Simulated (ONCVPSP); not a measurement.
Ge (Z = 32): one change to an ONCV potential, before and after

```
Element                 : Ge
Generator               : ONCVPSP 4.0.1
Type                    : optimised norm-conserving Vanderbilt (ONCV)
Functional              : PW91
Relativity              : non-relativistic
Frozen core             : [Ne]
Valence charge          : 22
Reference configuration : 3s2 3p6 3d10 4s1 4p3
Partial waves           : 3s+4s: rc 1.05 bohr, ncon 4, nbas 8, qcut 10 1/bohr, 2 projectors; 3p+4p: rc 0.90 bohr, ncon 5, nbas 8, qcut 17.7 1/bohr, 2 projectors; 3d: rc 1.25 bohr, ncon 4, nbas 8, qcut 10.1 1/bohr, 1 projector
Local potential         : polynomial inside 0.85 bohr (lpopt 5, dvloc0 1 Ha)
Core correction         : none
```

Change: p: rc 1.12.

Cutoffs: the cutoffs (Ha) at which the residual kinetic energy of the hardest occupied pseudo-wave falls to 1 and 0.1 mHa per electron; they do not see the model core or the augmentation charge, which bear on the density cutoff. Errors are all-electron minus pseudo energies relative to the spin-unpolarised reference configuration.

Question: Predict the effect on cutoff, ghosts and configuration errors.

Answer: The potential gets softer (98 Ha and 152 Ha → 72 Ha and 152 Ha); the errors of the 4 common tests hardly move; neither file shows a bound ghost. A larger radius leaves more room for a smooth pseudo-wave, so fewer plane waves are needed.

```csv
quantity,base,changed
"cutoff, loose",98 Ha,72 Ha
"cutoff, tight",152 Ha,152 Ha
loose cutoff by channel,"s 39 Ha, p 98 Ha, d 72 Ha","s 39 Ha, p 54 Ha, d 72 Ha"
bound ghosts,none,none
GHOST(+) flags under 300 eV,none,none
"error for 3s2 3p6 3d10 4s2 4p2, meV [ΔE -7.62 eV]",0.0,-0.1
"error for 3s2 3p6 3d10 4s2 4p1, meV [ΔE -0.08 eV]",+0.2,+0.2
"error for 3s2 3p6 3d10 4s2 4p0, meV [ΔE 15.45 eV]",+0.9,+0.8
"error for 3s2 3p6 3d10 4s0 4p0, meV [ΔE 95.51 eV]",-12,-13
s: phases at 1.07 bohr within 0.05 rad from the reference energy up to (Ha; the scan ends near 5),to the end of the scan,to the end of the scan
d: phases at 1.27 bohr within 0.05 rad from the reference energy up to (Ha; the scan ends near 5),0.6,0.6
```
